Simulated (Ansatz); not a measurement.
The first iterations of a band of F2GeH2 + H (6 atoms, charge 0, multiplicity 2).

The calculation used Ansatz 0.2.0, UHF/def2-SVP.

```yaml
movable_images: 5
climbing_image: yes
spring: 5.0 eV/Å²
optimiser: quadratic models (default)
start_path: through a guess of the saddle point
force_threshold: 0.03 eV/Å
iteration_limit: 60
end_points: relaxed
```

Initial state:

```xyz
6
Properties=species:S:1:pos:R:3
Ge -0.040 0.070 -0.321
H -0.018 0.032 1.194
F 1.575 -0.012 -0.884
H -0.719 1.246 -0.992
F -0.776 -1.369 -0.885
H 0.042 -0.073 4.813
```

Final state:

```xyz
6
Properties=species:S:1:pos:R:3
Ge -0.028 0.049 -0.763
H 0.179 -0.308 3.666
F 1.545 0.027 -1.451
H -0.753 1.305 -1.274
F -0.795 -1.325 -1.450
H -0.085 0.146 4.197
```

| iteration | highest image above the first end (eV) | largest band force component (eV/Å) |
| --- | --- | --- |
| 1 | 0.674 | 3.104 |
| 2 | 0.485 | 1.440 |
| 3 | 0.148 | 0.748 |
| 4 | 0.123 | 0.320 |

Does the band converge within its limit, and where does its top end?

It converged. It ended after 13 iterations with the highest image 0.622 eV above the first end. A vibrational analysis at the climbing image gives one clearly imaginary mode, 2020i cm⁻¹: a first-order saddle point.

Time of the run: 44 s on 2 threads of Arm Neoverse V2, on a shared host, peak memory 0.19 GiB.
